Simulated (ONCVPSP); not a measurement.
# u(r) = r·R(r): atom against pseudo-atom (H)

Columns: radius, all-electron u(r) and pseudo u(r) of the 1s shell (level -6.35 eV) of hydrogen in the configuration 1s1; LDA (Perdew-Wang 92), scalar-relativistic, ONCV scheme, ONCVPSP 4.0.1.

```csv
r (bohr),all-electron,pseudo
0.078,0.1336,0.1110
0.155,0.2458,0.2165
0.232,0.3406,0.3144
0.310,0.4210,0.4029
0.388,0.4876,0.4789
0.465,0.5415,0.5410
0.542,0.5850,0.5903
0.620,0.6200,0.6283
0.698,0.6469,0.6559
0.775,0.6666,0.6747
0.852,0.6804,0.6867
0.930,0.6892,0.6935
1.008,0.6935,0.6961
1.085,0.6940,0.6953
1.162,0.6913,0.6918
1.240,0.6857,0.6859
1.318,0.6777,0.6778
1.395,0.6679,0.6679
1.472,0.6564,0.6564
1.550,0.6435,0.6434
1.628,0.6293,0.6293
1.705,0.6145,0.6145
1.782,0.5990,0.5990
1.860,0.5827,0.5827
1.938,0.5660,0.5660
2.015,0.5492,0.5492
```

Q: How many radial nodes do the two functions have?

A: The all-electron 1s function has n − l − 1 = 0; the pseudo-wave has 0.

Q: Is the pseudo-wave norm-conserving?

A: Yes: the ONCV scheme keeps the norm inside the radius equal to the all-electron one, which fixes the energy derivative of the logarithmic derivative at the level.
